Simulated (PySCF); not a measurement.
Compound: C₇H₈O.
Atom-mapped SMILES: `[CH2:1]=[CH:2][CH2:3][c:4]1[cH:5][cH:6][cH:7][o:8]1` (hydrogens: H9, H10 on C1; H11 on C2; H12, H13 on C3; H14 on C5; H15 on C6; H16 on C7)

Structure used (GFN2-xTB), in Å, numbered top down from 1:
```
atom  x, y, z in Å
C1     2.6857    0.9493    0.5408
C2     1.6782    0.7572   -0.2880
C3     1.0005   -0.5652   -0.5067
C4    -0.4621   -0.4602   -0.2232
C5    -1.1526   -0.4213    0.9520
C6    -2.5190   -0.2777    0.6051
C7    -2.5557   -0.2357   -0.7525
O8    -1.3158   -0.3435   -1.2624
H9     3.1011    0.1442    1.1248
H10    3.1434    1.9155    0.6677
H11    1.2736    1.5797   -0.8626
H12    1.1240   -0.8647   -1.5507
H13    1.4483   -1.3232    0.1381
H14   -0.7401   -0.4906    1.9375
H15   -3.3511   -0.2141    1.2760
H16   -3.3658   -0.1407   -1.4481
```

Method: PySCF 2.14.0, density-fitted response routines, TDDFT PBE0/def2-SVPD, vertical, gas phase, core orbitals frozen in the response.

Transition dipole moments from the ground state, in atomic units and in the frame of the coordinates above (overall signs are arbitrary), for the states with f of 0.002 or more among the lowest 6:

```csv
state,E (eV),μx,μy,μz
S1,5.536,-1.181,-0.138,-0.149
S2,6.233,0.137,-0.125,-0.081
S3,6.245,-1.005,-0.024,-0.247
S4,6.638,-0.008,-0.100,0.169
S5,6.800,0.026,-0.198,0.116
S6,6.908,-0.275,-0.194,-0.063
```

**Question.** Work out the oscillator strengths.

**Answer.** f = (2/3) ΔE |μ|² with ΔE in hartree (27.2114 eV).

```tsv
state	|μ|² (au)	|μ| (D)	f
S1	1.436	3.05	0.195
S2	0.041	0.51	0.006
S3	1.071	2.63	0.164
S4	0.039	0.50	0.006
S5	0.053	0.59	0.009
S6	0.117	0.87	0.020
```

**Question.** Which bond between heavy atoms lies closest to the direction of the S1 transition dipole?

**Answer.** C5–C6, at 14° from it; next C3–C4 at 21°.

**Question.** What angle do the transition dipoles of S1 and S6 make?

**Answer.** |cos θ| = |μa·μb| / (|μa| |μb|) = 0.88, so θ ≈ 28° (taken between 0 and 90°, since the signs are arbitrary).

**Question.** How is the summed strength of these states shared among x, y and z?

**Answer.** (2/3) Σ ΔE μα² gives 0.359 for x, 0.020 for y and 0.021 for z, 0.400 in all.

**Question.** What peak molar absorption coefficient would the strongest computed level give as a lone Gaussian band 0.4 eV wide at half height?

**Answer.** ε(max) = 2.175×10⁸ f / FWHM, with the width in cm⁻¹. S1: 2.175×10⁸ × 0.1947 / 3226 ≈ 13000 L mol⁻¹ cm⁻¹.

One conformer stands for the species.
